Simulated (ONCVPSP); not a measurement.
Transferability test, ONCV potential for Rb (Z = 37)

ONCVPSP 4.0.1 input, shortened (lines: element, Z, core and valence counts, functional; n l f; lmax; l rc ep ncon nbas qcut; lloc lpopt rc5 dvloc0; l nproj debl; icmod fcfact rcfact), Wu-Cohen, fully relativistic:

```
  Rb 37.00    6    3  -118130      upf
    1    0    2.00
    2    0    2.00
    2    1    6.00
    3    0    2.00
    3    1    6.00
    3    2   10.00
    4    0    2.00
    4    1    6.00
    5    0    0.50
    2
    0    2.26    0.00    4    8    6.30
    1    1.88    0.00    3    8    7.50
    2    1.88    0.03    4    7    5.10
    2    5    1.88    0.00
    0    2    2.50
    1    2    2.70
    2    0    3.70
    2    0.25    0.95
```

Open shells are filled in proportion to 2j + 1.

Energies are relative to the spin-unpolarised reference configuration 4s2 4p6 5s0.5; without spin polarisation the order of configurations can differ from experiment. The d channel is local and has no spin–orbit splitting in the pseudo-atom.

| valence configuration | charge | ΔE all-electron (eV) | error AE − PS (meV) |
| --- | --- | --- | --- |
| 4s2 4p6 5s1 | 0 | -1.524 | 0.0 |
| 4s2 4p6 5s0 | +1 | 2.493 | 0.0 |
| 4s2 4p5 5s1 | +1 | 19.658 | +2.7 |

(1) What are ΔE and the potential's error for 4s2 4p6 5s0 5p1?

Results:

(1) ΔE = -0.076 eV all-electron; the error (AE − PS) is +0.2 meV.

These tests converged, but a pseudo level misses the all-electron one widely, so the file describes the atom poorly there or has found another state: 4s2 4p6 5s0 5p1: empty 5s by 3.1 eV.
